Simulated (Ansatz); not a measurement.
Ansatz results at the PBE0-D4/def2-TZVP geometry: HOMO–LUMO gap (ωB97M-V/def2-TZVPP) 10.84 eV; LUMO energy (ωB97M-V/def2-TZVPP) 0.96 eV; HOMO–LUMO gap (B3LYP/def2-TZVPP) 6.63 eV.

Each molecule was computed in one conformer, which needn't be the lowest.

(1) Which molecule gave them?
A. `N[Si@H](Cl)[Si@@H](N)O`
B. `C[SiH2]/C=C/[SiH3]`
C. `O[SiH2][GeH2][OH]`
D. `O[SiH2][O][GeH3]`

## Answers

(1) C. The others give `O[SiH2][O][GeH3]`: 12.63, 1.80, 8.16; `C[SiH2]/C=C/[SiH3]`: 11.26, 1.15, 6.61; `N[Si@H](Cl)[Si@@H](N)O`: 11.17, 1.57, 6.99.

B3LYP here is the variant with VWN-RPA as its local correlation; programs differ in this.
